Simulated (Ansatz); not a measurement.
Harmonic frequencies (cm⁻¹) at PBE0-D4/def2-TZVP from Ansatz: 30, 133, 144, 161, 214, 236, 272, 368, 383, 384, 537, 607, 612, 622, 843, 847, 2026, 2028.

**Question.** Which molecule is it?
A. `[F][Al@H-]1[Cl+][Al@H-]([F])[Cl+]1`
B. `[Cl][Al@H-]1[F+][Al@@H-]([Cl])[F+]1`
C. `Cl[B@H-]1[F+][B@H-](Cl)[F+]1`
D. `Cl[B@H-]1[Cl+][B@H-](Cl)[Cl+]1`

**Answer.** A.
